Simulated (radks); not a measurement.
Task: The mean radii <r> (bohr) of the occupied orbitals of an atom or ion are listed with their occupations. All-electron calculation, scalar-relativistic Kohn-Sham, r2SCAN, spin-polarised, spherical densities, finite nucleus; meta-GGA in the generalised Kohn-Sham scheme; Fermi nuclear charge, rms radius of each element as measured or else 0.836 A^(1/3) + 0.57 fm. Program: a radial shooting solver on a logarithmic mesh with Libxc functionals.

orbital  occ.      <r>
1s down     1  0.02558
1s up       1  0.02558
2s up       1   0.1096
2s down     1   0.1096
2p up       3  0.09613
2p down     3  0.09612
3s up       1   0.2895
3s down     1   0.2895
3p up       3   0.2872
3p down     3   0.2871
3d up       5   0.2632
3d down     5   0.2632
4s up       1   0.6292
4s down     1   0.6292
4p up       3   0.6515
4p down     3   0.6515
4d up       1   0.6755

Name the element and its charge. Open shells, if any, are filled with parallel spins first.

Result: Z = 56, barium, charge +19: Ba19+ in [Kr] 4d1. The 1s radius gives Z: for a bare nucleus <r> = (2 gamma + 1)/(2Z) with gamma = sqrt(1 - (Z/c)^2), 0.02523 bohr for Z = 56, and screening makes it slightly larger (0.02558 here). The occupations add up to 37, and the charge is Z minus that.
